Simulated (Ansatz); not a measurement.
Wavefunction ladder for `CC(C)(C)[O][AlH2]`

Z-matrix (Å, degrees):
```
C
C 1 1.521
H 1 1.092 2 110.1
H 1 1.092 2 110.1 3 -119.2
H 1 1.093 2 111.1 3 120.4
C 2 1.524 1 110.4 3 178.5
C 2 1.524 1 110.4 3 -59.3
O 2 1.414 1 107.1 3 59.6
H 6 1.094 2 110.5 1 -179.7
H 6 1.093 2 110.1 1 -59.7
H 6 1.093 2 111.2 1 60.3
H 7 1.094 2 110.5 1 179.7
H 7 1.093 2 111.2 1 -60.3
H 7 1.093 2 110.1 1 59.7
Al 8 1.685 2 137.9 1 180.0
H 15 1.578 8 115.6 2 -179.9
H 15 1.586 8 120.8 2 0.0
```

Charge 0, multiplicity 1. All single points use the PBE0-D4/def2-TZVP geometry. Frozen core, restricted reference, Ansatz. CBS rows extrapolate triple and quadruple zeta; past MP2 they add the triple-zeta difference.

```tsv
basis	HF (Eh)	MP2 corr.	CCSD corr.	(T)	CCSD(T) total
def2-SVP	-474.45306	-0.83094	-0.90261	-0.02539	-475.38106
def2-TZVPP	-474.80159	-1.02551	-1.08441	-0.04117	-475.92717
def2-QZVPP	-474.82014	-1.09454	–	–	–
CBS(def2)	-474.82270	-1.14566	-1.20456	as TZ	-476.06843
```
